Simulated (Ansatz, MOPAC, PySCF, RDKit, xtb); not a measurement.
Noncovalent pair: H2S (SMILES S) (first 3 atoms) with HI (SMILES I); geometry from B3LYP-D3(BJ)/def2-TZVP, rigid monomers moved along the line of their centres of mass till S1···H5 is 4.46 Å.
(charge 0, multiplicity 1):
```xyz
5

S     -0.09462     0.07228     0.10212
H      0.05623     1.40178     0.21974
H     -1.39045     0.12643     0.45125
I      1.22517    -0.35401     6.03456
H      0.94745    -0.32982     4.42506
```

```csv
level,interaction energy (kJ/mol),cost
UFF,-0.6,-
GFN-FF,-0.8,-
AM1,-0.9,-
PM3,-0.8,-
PM6,-1.6,-
PM7,-2.1,-
GFN1-xTB,-0.8,-
GFN2-xTB,-1.8,-
HF/STO-3G (no counterpoise),-0.5,-
HF/def2-SVPD,-1.5,-
HF/def2-TZVPPD,-1.4,-
HF/def2-QZVPPD,-1.3,-
PBE/def2-TZVPPD,-1.7,×1
PBE-D3(BJ)/def2-TZVPPD,-2.3,×1
PBE-D4/def2-TZVPPD,-2.3,×1
r2SCAN/def2-TZVPPD,-1.5,×2
r2SCAN-D4/def2-TZVPPD,-1.9,×2
B3LYP/3-21G (no counterpoise),-1.1,-
B3LYP/LANL2DZ (no counterpoise),-1.2,-
B3LYP/def2-TZVPPD,-1.0,×2
B3LYP-D3(BJ)/def2-TZVPPD,-1.9,×2
B3LYP-D4/def2-TZVPPD,-1.8,×2
PBE0-D3(BJ)/def2-TZVPPD,-2.3,×2
PBE0-D4/def2-TZVPPD,-2.2,×2
wB97X-V/def2-TZVPPD,-1.9,×4
wB97M-V/def2-TZVPPD,-1.9,×4
MP2/def2-SVPD,-2.2,-
MP2/def2-TZVPPD,-2.1,-
MP2/def2-QZVPPD,-2.1,-
"MP2/CBS(def2-TZVPPD, def2-QZVPPD)",-2.2,-
SCS-MP2/def2-SVPD,-1.9,-
SCS-MP2/def2-TZVPPD,-1.8,-
SCS-MP2/def2-QZVPPD,-1.9,-
CCSD/def2-SVPD,-1.9,-
CCSD/def2-TZVPPD,-1.8,-
CCSD/def2-QZVPPD,-1.8,-
CCSD(T)/def2-SVPD,-2.0,×2
CCSD(T)/def2-TZVPPD,-1.9,×10
CCSD(T)/def2-QZVPPD,-1.9,×400*
"CCSD(T)/CBS(def2-TZVPPD, def2-QZVPPD)",-2.0,×400*
```

The rows run from -2.3 (PBE-D3(BJ)/def2-TZVPPD) to -0.5 kJ/mol (HF/STO-3G (no counterpoise)). In def2-QZVPPD the value moves HF -1.3, MP2 -2.1, CCSD -1.8, CCSD(T) -1.9, a shift of -0.6 from HF to CCSD(T). From def2-SVPD to def2-QZVPPD CCSD(T) changes by 0.0. The dispersion term adds -0.6 in PBE-D3(BJ), -0.5 in PBE-D4, -0.4 in r2SCAN-D4. The 5 functionals in def2-TZVPPD without D3 or D4 span 0.9, from wB97X-V to B3LYP.

Interaction energies are E(AB) − E(A) − E(B) at the monomers' geometry in the complex; basis-set methods are counterpoise corrected. Rows marked so take none. RDKit's UFF carries no charges.

Frozen-core correlation. Filled d and f shells under p-block atoms count as core. CBS(a, b) extrapolates the correlation energy as X⁻³ and adds the Hartree–Fock energy of set b. Rows in 3-21G, LANL2DZ, STO-3G carry no dispersion term and start afresh at each structure; the Pople sets are all-electron and without relativity. LANL2DZ brings its own core potentials from Na on. The state reached by AM1, PM3, PM6, PM7 isn't checked; PM7 holds dispersion and hydrogen-bond terms.

Run with Ansatz (Gaussian orbitals); MOPAC for AM1, PM3, PM6, PM7 (differences of heats of formation); PySCF for 3-21G rows, LANL2DZ rows, STO-3G rows, the dispersion terms; RDKit for the force fields; xtb for the GFN methods. Each number belongs to the level named beside it. In def2 rows elements past Kr take small-core potentials, without spin–orbit coupling.

Costs are rough ratios of core time to PBE/def2-TZVPPD (about 4 s over the structures, on one shared machine); a dash marks a level with no comparable run of its own. A star marks coupled-cluster runs past 200 virtual orbitals, where the program's memory plan changes under this machine's limit, so their costs aren't comparable with smaller runs.

Ansatz is a first-principles code.
